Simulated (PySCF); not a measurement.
These 2 structures share the formula C9H10S. The calculation used PBE0-D3(BJ)/def2-SVP geometry optimisation, gas phase in PySCF 2.14.0. One conformer each; no zero-point energy, no entropy. No frequencies were run at this level. Point groups hold within 0.08 Å.

Question: Rank from lowest to highest electronic energy at this level (kJ/mol).
A. `[CH2:1]=[C:2]([CH3:3])[c:4]1[cH:5][cH:6][cH:7][c:8]([SH:9])[cH:10]1` with C1–C2–C4–C5 150°, C7–C8–S9–H -179°
B. `[CH3:1][S:2][C:3]1=[CH:4][C@H:5]2[CH:6]=[CH:7][C@@H:8]1[CH:9]=[CH:10]2` with C1–S2–C3–C4 0°

Answer: A (0.0), B (160.8).

As drawn, the lower has an aromatic ring and an S–H bond, which the higher lacks.

```
                    SMILES      E (Eh)  E rel (kJ/mol)  dipole (D)  point group       A, B, C (MHz)
         C=C(C)c1cccc(S)c1  -746.24213             0.0        1.25           C1  2196, 696.7, 542.7
CSC1=C[C@H]2C=C[C@@H]1C=C2  -746.18089           160.8        1.17           Cs  2423, 866.5, 824.9
```
